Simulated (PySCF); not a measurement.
A search over the determinants of RbP⁺

Unrestricted PBE0; PySCF, scalar-relativistic core potentials, basis sets Rb def2-SVP with ECP28, P def2-SVP. Outer shells of the fragments: Rb+ closed shells only; P 3s2 3p3.

Followed along the bond (rough minima from three points):

```csv
2Ms+1,unpaired,⟨S²⟩ at the start,R at minimum (Å),Te (eV)
4,"σ ↑, π ↑↑",3.75,3.77,0.00
2,"σ ↓, π ↑↑",1.76,3.75,0.71
2,"σ ↑, π ↑↓",1.76,3.76,0.72
```

Solutions found at the starting distance of 3.225 Å, counted from the lowest of them; the search is not exhaustive and high or unbound solutions are not listed, so other states can lie among these:

| 2Ms+1 | unpaired | term | E (eV) | ⟨S²⟩ | ⟨Lz²⟩ | μ (D) |
| --- | --- | --- | --- | --- | --- | --- |
| 4 | σ ↑, π ↑↑ | ⁴Σ⁻ | 0.00 | 3.75 | 0.00 | -2.92 |
| 2 | σ ↓, π ↑↑ | mixed | 0.71 | 1.76 | 0.00 | -2.88 |
| 2 | σ ↑, π ↑↓ | mixed | 0.72 | 1.76 | 2.02 | -2.90 |
| 2 | π ↑ | ²Π | 1.67 | 0.75 | 1.01 | -2.45 |
| 2 | σ ↑ | mixed | 1.97 | 0.75 | 2.00 | -2.82 |
| 2 | π ↑ | ²Π | 2.24 | 0.75 | 1.01 | -3.11 |

A term symbol is given only where ⟨S²⟩ and ⟨Lz²⟩ are close to those of a pure state; real π, δ and φ orbitals otherwise mix terms. A positive dipole points towards P; it is taken about the centre of mass and depends on that origin.

Spin–orbit coupling is left out.
